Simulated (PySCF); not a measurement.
Radial density of Sb (antimony, neutral)

UHF, [Kr] 4d10 5s2 5p2 5d1, one real determinant (an excited configuration). Calculation: PySCF 2.14, in aug-cc-pVTZ-DK3; scalar relativity by spin-free X2C-1e.

| r (bohr) | 4πr²ρ (e/bohr) | 4πr²(ρα − ρβ) |
| --- | --- | --- |
| 0.0297 | 60.01 | 0.0119 |
| 0.0499 | 61.47 | 0.0273 |
| 0.0840 | 84.51 | 0.0165 |
| 0.141 | 63.12 | -0.0080 |
| 0.238 | 69.27 | 0.0515 |
| 0.400 | 37.57 | 0.0010 |
| 0.672 | 24.19 | 0.1264 |
| 1.13 | 14.07 | -0.0063 |
| 1.90 | 3.262 | 0.8208 |
| 3.20 | 1.101 | 0.7372 |
| 5.38 | 0.2990 | 0.2909 |
| 9.05 | 0.01891 | 0.0189 |

Densities and radii are taken from the X2C orbitals without a picture-change correction, which distorts them close to the nucleus.

⟨L²⟩ = 8.00 against 12 for a pure F term, so this real determinant mixes terms. The outer electron is Rydberg-like, and this basis confines it to a smaller radius and binds it less than a complete one would.

Where is the radial spin density 4πr²(ρα − ρβ) most negative, and why is it negative at all?

Around r = 0.141 bohr, down to -0.0080 e/bohr: exchange with the open shell polarises the paired shells in an unrestricted calculation.
